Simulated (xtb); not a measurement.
ClSr (SMILES [Cl][Sr]), doublet, at a GFN2-xTB geometry (such geometries of metal compounds can be far from the true shape) (the spin is typed, not shown lowest); xtb with GFN1-xTB.

xtb was given this input:
```
$ xtb mol.xyz --gfn 1 --uhf 1 --ohess --json

# file mol.xyz
2

Sr    -0.00000000    -0.00000000    -0.76220135
Cl     0.00000000     0.00000000     1.70374419
```

It wrote (shortened):

```
   ID    Z sym.   atoms
    1   38 Sr     1
    2   17 Cl     2

           -------------------------------------------------
          |                Calculation Setup                |
           -------------------------------------------------

           -------------------------------------------------
          |                 G F N 1 - x T B                 |
           -------------------------------------------------

          ...................................................
          :                      SETUP                      :
          :.................................................:
          :  # basis functions                  20          :
          :  # atomic orbitals                  18          :
          :  # shells                            6          :
          :  # electrons                         9          :
          :  # halogen bonds                     0          :
          :  max. iterations                   250          :
          :  Hamiltonian                  GFN1-xTB          :
          :  restarted?                      false          :
          :  GBSA solvation                  false          :
          :  PC potential                    false          :
          :  electronic temp.          300.0000000     K    :
          :  accuracy                    1.0000000          :
          :  -> integral cutoff          0.2500000E+02      :
          :  -> integral neglect         0.1000000E-07      :
          :  -> SCF convergence          0.1000000E-05 Eh   :
          :  -> wf. convergence          0.2000000E-04 e    :
          :  Broyden damping             0.4000000          :
          :  net charge                          0          :
          :  unpaired electrons                  1          :
          ...................................................

 iter      E             dE          RMSdq      gap      omega  full diag
   1     -4.8395738 -0.483957E+01  0.396E+00    2.46       0.0  T
   2     -4.8455593 -0.598542E-02  0.227E+00    2.64       1.0  T
   3     -4.8459993 -0.440037E-03  0.731E-01    2.75       1.0  T
   4     -4.8460124 -0.130585E-04  0.703E-02    2.76       1.0  T
   5     -4.8460158 -0.346620E-05  0.886E-03    2.75       8.0  T
   6     -4.8460159 -0.396545E-07  0.760E-03    2.75       9.3  T
   7     -4.8460159 -0.385857E-07  0.109E-04    2.75     649.9  T
   8     -4.8460159 -0.654055E-11  0.275E-05    2.75    2568.2  T

   *** convergence criteria satisfied after 8 iterations ***

         :::::::::::::::::::::::::::::::::::::::::::::::::::::
         ::                     SUMMARY                     ::
         :::::::::::::::::::::::::::::::::::::::::::::::::::::
         :: total energy              -4.837529774281 Eh    ::
         :: gradient norm              0.032919460071 Eh/a0 ::
         :: HOMO-LUMO gap              2.750160762666 eV    ::
         ::.................................................::
         :: SCC energy                -4.846015897804 Eh    ::
         :: -> electrostatic           0.024796045005 Eh    ::
         :: repulsion energy           0.008980218323 Eh    ::
         :: dispersion energy         -0.000494094800 Eh    ::
         :: halogen bond corr.         0.000000000000 Eh    ::
         :: add. restraining           0.000000000000 Eh    ::
         :: total charge               0.000000000000 e     ::
         :::::::::::::::::::::::::::::::::::::::::::::::::::::

      -----------------------------------------------------------
     |                   =====================                   |
     |                        A N C O P T                        |
     |                   =====================                   |
     |               Approximate Normal Coordinate               |
     |                Rational Function Optimizer                |
      -----------------------------------------------------------
      -----------------------------------------------------------
     |                   =====================                   |
     |                        A N C O P T                        |
     |                   =====================                   |
     |               Approximate Normal Coordinate               |
     |                Rational Function Optimizer                |
      -----------------------------------------------------------

          ...................................................
          :                      SETUP                      :
          :.................................................:
          :   optimization level            normal          :
          :   max. optcycles                   200          :
          :   ANC micro-cycles                  20          :
          :   degrees of freedom                 1          :
          :.................................................:
          :   RF solver                   davidson          :
          :   write xtbopt.log                true          :
          :   linear (good luck)              true          :
          :   energy convergence         0.5000000E-05 Eh   :
          :   grad. convergence          0.1000000E-02 Eh/α :
          :   maxmium RF displ.          1.0000000          :
          :   Hlow (freq-cutoff)         0.1000000E-01      :
          :   Hmax (freq-cutoff)         5.0000000          :
          :   S6 in model hess.         20.0000000          :
          ...................................................

generating ANC from exact Hessian ...
Using Lindh-Hessian (1995)
 Shifting diagonal of input Hessian by    0.0000000000000000
 Lowest  eigenvalues of input Hessian
    0.000000    0.000000    0.000000    0.000000    0.000000    0.053754
 Highest eigenvalues
    0.000000    0.000000    0.000000    0.000000    0.000000    0.053754

........................................................................
[...]
 * total energy  :    -4.8375298 Eh     change       -0.4698464E-12 Eh
 * total energy  :    -4.8393141 Eh     change       -0.1784328E-02 Eh
 * total energy  :    -4.8405832 Eh     change       -0.1269108E-02 Eh
 * total energy  :    -4.8408548 Eh     change       -0.2715870E-03 Eh
 * total energy  :    -4.8409319 Eh     change       -0.7705777E-04 Eh
 * total energy  :    -4.8409340 Eh     change       -0.2143084E-05 Eh
   *** GEOMETRY OPTIMIZATION CONVERGED AFTER 6 ITERATIONS ***
         :: total energy              -4.840933997460 Eh    ::
[...]
         5        1.0000           -0.2772943              -7.5456 (HOMO)
         6                         -0.1690950              -4.6013 (LUMO)
         7                         -0.1690950              -4.6013
         8                         -0.1536184              -4.1802
         9                         -0.1157448              -3.1496
        10                         -0.1157448              -3.1496
        11                         -0.0722409              -1.9658
        12                         -0.0722409              -1.9658
        13                          0.0439998               1.1973
        14                          0.0446166               1.2141
        15                          0.0446166               1.2141
        16                          0.0503137               1.3691
       ...                                ...                  ...
        18                          0.1160601               3.1582
      -------------------------------------------------------------
                  HL-Gap            0.1081993 Eh            2.9443 eV
             Fermi-level           -0.2885201 Eh           -7.8510 eV

  Mulliken/CM5 charges         n(s)   n(p)   n(d)
     1Sr    0.62651  0.70936   1.033  0.069  0.271
     2Cl   -0.62651 -0.70936   1.932  5.694 -0.000

Wiberg/Mayer (AO) data.
largest (>0.10) Wiberg bond orders for each atom

 ---------------------------------------------------------------------------
     #   Z sym  total        # sym  WBO       # sym  WBO       # sym  WBO
 ---------------------------------------------------------------------------
     1  38 Sr   0.703 --     2 Cl   0.703
     2  17 Cl   0.703 --     1 Sr   0.703
 ---------------------------------------------------------------------------

Topologies differ in total number of bonds
Writing topology from bond orders to xtbtopo.mol

 dipole moment from electron density (au)
     X       Y       Z
  -0.0000  -0.0000  -3.9738  total (Debye):   10.101

           -------------------------------------------------
          |               Frequency Printout                |
           -------------------------------------------------
 vibrational frequencies (cm⁻¹)
eigval :        0.00     0.00     0.00     0.00     0.00   205.75
 reduced masses (amu)
   1: 50.48   2: 50.48   3: 72.59   4: 72.59   5: 72.59   6: 50.48
 IR intensities (km·mol⁻¹)
   1: 24.36   2: 24.36   3:  0.00   4:  0.00   5:  0.00   6: 28.99
 Raman intensities (Ä⁴*amu⁻¹)
   1:  0.00   2:  0.00   3:  0.00   4:  0.00   5:  0.00   6:  0.00
 output can be read by thermo (or use thermo option).
 writing <g98.out> molden fake output.
 recommended (thermochemical) frequency scaling factor: 1.0
           -------------------------------------------------
          |             Thermodynamic Functions             |
           -------------------------------------------------

cin symmetry found (for desy threshold:  0.10E+00) used in thermo

          ...................................................
          :                      SETUP                      :
          :.................................................:
          :  # frequencies                           1      :
          :  # imaginary freq.                       0      :
          :  linear?                              true      :
          :  only rotor calc.                    false      :
          :  symmetry                              cin      :
          :  rotational number                       1      :
          :  scaling factor                  1.0000000      :
          :  rotor cutoff                   50.0000000 cm⁻¹ :
          :  imag. cutoff                  -20.0000000 cm⁻¹ :
          :.................................................:

    mode    ω/cm⁻¹     T·S(HO)/kcal·mol⁻¹    T·S(FR)/kcal·mol⁻¹   T·S(vib)
   ------------------------------------------------------------------------
       1    205.75    -0.62047 ( 99.65%)    -0.63727 (  0.35%)    -0.62053
   ------------------------------------------------------------------------

   temp. (K)  partition function   enthalpy   heat capacity  entropy
                                   cal/mol     cal/K/mol   cal/K/mol   J/K/mol
 298.15  VIB   1.59                  346.253      1.829      2.081
         ROT  0.218E+04              592.502      1.987     17.259
         INT  0.346E+04              938.755      3.816     19.341
         TR   0.132E+28             1481.254      4.968     40.318
         TOT                        2420.0087     8.7842    59.6590   249.6131

       T/K    H(0)-H(T)+PV         H(T)/Eh          T*S/Eh         G(T)/Eh
   ------------------------------------------------------------------------
    298.15    0.385653E-02    0.432526E-02    0.283459E-01   -0.240206E-01
   ------------------------------------------------------------------------

         :::::::::::::::::::::::::::::::::::::::::::::::::::::
         ::                  THERMODYNAMIC                  ::
         :::::::::::::::::::::::::::::::::::::::::::::::::::::
         :: total free energy          -4.864954637289 Eh   ::
         ::.................................................::
         :: total energy               -4.840933997460 Eh   ::
         :: zero point energy           0.000468730622 Eh   ::
         :: G(RRHO) w/o ZPVE           -0.024489370451 Eh   ::
         :: G(RRHO) contrib.           -0.024020639829 Eh   ::
         :::::::::::::::::::::::::::::::::::::::::::::::::::::

optimized geometry written to: xtbopt.xyz

           -------------------------------------------------
          | TOTAL ENERGY               -4.840933997460 Eh   |
          | TOTAL ENTHALPY             -4.836608737444 Eh   |
          | TOTAL FREE ENERGY          -4.864954637289 Eh   |
          | GRADIENT NORM               0.000244269828 Eh/α |
          | HOMO-LUMO GAP               2.944251910306 eV   |
           -------------------------------------------------

normal termination of xtb
```
